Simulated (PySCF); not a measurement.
**Working out the ionisation energy of Ag²⁺**

Ag²⁺ [Kr] 4d9 (2D) → Ag³⁺ [Kr] 4d8 (3F). Computed with PySCF 2.14 in aug-cc-pwCVDZ-PP with ECP28MDF, with a scalar-relativistic core potential. Frozen: nothing. Energies in hartree (1 hartree = 27.21139 eV):

```
            part  Ag²⁺ (lower)  Ag³⁺ (upper)
             UHF   -145.096371   -143.888511
CCSD correlation     -0.501642     -0.451190
             (T)     -0.010201     -0.007506
```

Task: What does Hartree-Fock give?

Result: (-143.888511) − (-145.096371) = 1.207860 hartree = 32.868 eV.

Task: What do CCSD and CCSD(T) give?

Result: The CCSD correlation energies differ by 0.050452 hartree = 1.373 eV and the triples by 0.002695 hartree = 0.073 eV, so CCSD gives 34.241 eV and CCSD(T) 34.314 eV.

Reference: 34.8 ± 0.3 eV (semi-empirical (NIST evaluation); NIST Atomic Spectra Database, ionization energies), between the lowest levels; spin-orbit coupling is absent from the calculation.

A double-zeta basis recovers only part of the correlation energy.

What remains against the reference includes basis incompleteness and higher excitations.
